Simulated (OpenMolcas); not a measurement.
W4+.

```
Program             : OpenMolcas 26.06
Basis               : ANO-R3 [9s7p6d4f3g2h]
Scalar Hamiltonian  : X2C, finite nucleus
Active space        : 2 electrons in 5 orbitals (5d)
State averaging     : 2S+1 = 3 even, 10 roots; 2S+1 = 1 even, 15 roots
Spin-orbit coupling : RASSI with atomic mean-field integrals over the reference wave functions, term energies averaged over their components
```

Two sets of levels on these reference wave functions, in cm⁻¹ above 5d² ³F₂: one from CASSCF and one from SS-CASPT2, IPEA 0.25 Eh, imaginary shift 0.1 Eh (closed shells correlated: 5s 5p).

| Level | Set 1 | Set 2 |
| --- | --- | --- |
| 5d² ³F₂ | 0.0 | 0.0 |
| 5d² ³F₃ | 6100 | 6440 |
| 5d² ³F₄ | 11610 | 11760 |
| 5d² ³P₀ | 14930 | 13330 |
| 5d² ¹D₂ [54 %] | 16110 | 13720 |
| 5d² ³P₁ | 18270 | 17000 |
| 5d² ¹G₄ | 24830 | 22720 |
| 5d² ³P₂ [60 %] | 25090 | 23110 |
| 5d² ¹S₀ | 50360 | 43760 |

Task: Which set is which?

Result: Set 2 is SS-CASPT2. Its levels of the other terms of 5d² lie at 0.85 to 0.93 of the other set's values, as expected, since terms of lower spin or lower L gain more correlation energy than the Hund ground term. Against 6 measured levels (the list in J. Phys. B 45, 065001 (2012)) the mean absolute deviation is 480 cm-1 with it and 2700 cm-1 without; single levels miss by up to 670 cm-1 with it.

CASPT2 does not keep the components of a term degenerate, so their means are used; among the terms shown or strongly mixed into the levels shown the widest spread is 440 cm-1 (5d² ¹G, SS-CASPT2). Without dynamic correlation excited terms often stand tens of per cent too high (terms of higher spin than the ground term too low), and those without a measured partner can miss by more than the paired ones (holds for CASSCF). Computed and measured levels are paired by configuration, term and J; levels that our copy of the source lacks, or whose pairing is in doubt (as where it misses far off the trend of its configuration), stay unpaired and out of the deviations. Levels of configurations outside the active space are missing.

A share in square brackets marks a mixed level and gives the weight of the term that names it, the lowest over the columns.
